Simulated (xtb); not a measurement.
H3O4P, charge +1, doublet, from a rough starting geometry (a state made from the parent by changing its charge; the spin is typed, not shown lowest); GFN2-xTB (xtb 6.7.1).

Input for xtb:
```
$ xtb mol.xyz --gfn 2 --chrg 1 --uhf 1 --opt vtight --json

# file mol.xyz
8

O      0.52392200     0.08614066     1.48769664
P      0.07303593    -0.01942143    -0.07185826
O      1.16835468    -0.01387572    -1.04771932
O     -0.88375878    -1.26713107    -0.09632670
O     -0.88559146     1.20880846    -0.22922036
H      1.30181838     0.61553335     1.54065858
H     -0.31126463    -2.07068721    -0.31651315
H     -0.96845756     1.40966641    -1.17782891
```

The log (banner, timings and long lists left out):

```
   ID    Z sym.   atoms
    1    8 O      1, 3-5
    2   15 P      2
    3    1 H      6-8

           -------------------------------------------------
          |                Calculation Setup                |
           -------------------------------------------------

           -------------------------------------------------
          |                 G F N 2 - x T B                 |
           -------------------------------------------------

          ...................................................
          :                      SETUP                      :
          :.................................................:
          :  # basis functions                  29          :
          :  # atomic orbitals                  28          :
          :  # shells                           14          :
          :  # electrons                        31          :
          :  max. iterations                   250          :
          :  Hamiltonian                  GFN2-xTB          :
          :  restarted?                      false          :
          :  GBSA solvation                  false          :
          :  PC potential                    false          :
          :  electronic temp.          300.0000000     K    :
          :  accuracy                    1.0000000          :
          :  -> integral cutoff          0.2500000E+02      :
          :  -> integral neglect         0.1000000E-07      :
          :  -> SCF convergence          0.1000000E-05 Eh   :
          :  -> wf. convergence          0.1000000E-03 e    :
          :  Broyden damping             0.4000000          :
          :  net charge                          1          :
          :  unpaired electrons                  1          :
          ...................................................

 iter      E             dE          RMSdq      gap      omega  full diag
   1    -19.8997352 -0.198997E+02  0.892E+00   12.63       0.0  T
   2    -19.8583849  0.413503E-01  0.544E+00   12.14       1.0  T
   3    -19.8599797 -0.159480E-02  0.531E+00   10.30       1.0  T
   4    -19.9183407 -0.583609E-01  0.314E+00   10.81       1.0  T
   5    -19.9362924 -0.179518E-01  0.224E+00   11.31       1.0  T
   6    -19.9501021 -0.138097E-01  0.163E+00   11.57       1.0  T
   7    -19.9619864 -0.118842E-01  0.899E-01   11.86       1.0  T
   8    -19.9636164 -0.163004E-02  0.594E-01   11.86       1.0  T
   9    -19.9583853  0.523107E-02  0.104E+00   11.89       1.0  T
[...]
 * total energy  :   -19.8760920 Eh     change       -0.3599497E-04 Eh
 * total energy  :   -19.8761096 Eh     change       -0.1754020E-04 Eh
 * total energy  :   -19.8761231 Eh     change       -0.1358147E-04 Eh
 * total energy  :   -19.8761265 Eh     change       -0.3384600E-05 Eh
 * total energy  :   -19.8761270 Eh     change       -0.5219793E-06 Eh
 * total energy  :   -19.8761274 Eh     change       -0.3688522E-06 Eh
 * total energy  :   -19.8761278 Eh     change       -0.3503526E-06 Eh
 * total energy  :   -19.8761280 Eh     change       -0.2659979E-06 Eh
 * total energy  :   -19.8761282 Eh     change       -0.1924348E-06 Eh
 * total energy  :   -19.8761284 Eh     change       -0.1250983E-06 Eh
 * total energy  :   -19.8761287 Eh     change       -0.3034241E-06 Eh
 * total energy  :   -19.8761287 Eh     change       -0.6554957E-07 Eh
   *** GEOMETRY OPTIMIZATION CONVERGED AFTER 24 ITERATIONS ***
         :: total energy             -19.876128721218 Eh    ::
[...]

     #   Z          covCN         q      C6AA      α(0)
     1   8 O        1.613    -0.338    19.703     5.991
     2  15 P        3.345     0.968   123.857    19.992
     3   8 O        0.808    -0.222    18.441     5.756
     4   8 O        1.613    -0.338    19.710     5.992
     5   8 O        1.613    -0.332    19.591     5.974
     6   1 H        0.843     0.420     0.446     1.047
     7   1 H        0.843     0.420     0.446     1.047
     8   1 H        0.842     0.421     0.444     1.044

 Mol. C6AA /au·bohr⁶  :        925.497917
 Mol. C8AA /au·bohr⁸  :      27908.305071
 Mol. α(0) /au        :         46.842561

Wiberg/Mayer (AO) data.
largest (>0.10) Wiberg bond orders for each atom

 ---------------------------------------------------------------------------
     #   Z sym  total        # sym  WBO       # sym  WBO       # sym  WBO
 ---------------------------------------------------------------------------
     1   8 O    2.245 --     2 P    1.279     6 H    0.794
     2  15 P    5.247 --     3 O    1.384     1 O    1.279     4 O    1.279
                             5 O    1.267
     3   8 O    1.631 --     2 P    1.384
     4   8 O    2.242 --     2 P    1.279     7 H    0.794
     5   8 O    2.250 --     2 P    1.267     8 H    0.793
     6   1 H    0.824 --     1 O    0.794
     7   1 H    0.824 --     4 O    0.794
     8   1 H    0.822 --     5 O    0.793
 ---------------------------------------------------------------------------

Topologies differ in total number of bonds
Writing topology from bond orders to xtbtopo.mol

molecular dipole:
                 x           y           z       tot (Debye)
 q only:       -0.197      -0.010       0.192
   full:       -0.182      -0.013       0.182       0.655
molecular quadrupole (traceless):
                xx          xy          yy          xz          yz          zz
 q only:       -3.244       0.139       4.541       6.866      -0.232      -1.297
  q+dip:       -3.647       0.142       5.130       7.762      -0.248      -1.483
   full:       -3.896       0.101       5.505       8.270      -0.272      -1.609

optimized geometry written to: xtbopt.xyz

           -------------------------------------------------
          | TOTAL ENERGY              -19.876128721218 Eh   |
          | GRADIENT NORM               0.000142987978 Eh/α |
          | HOMO-LUMO GAP              11.873138407344 eV   |
           -------------------------------------------------

normal termination of xtb
```
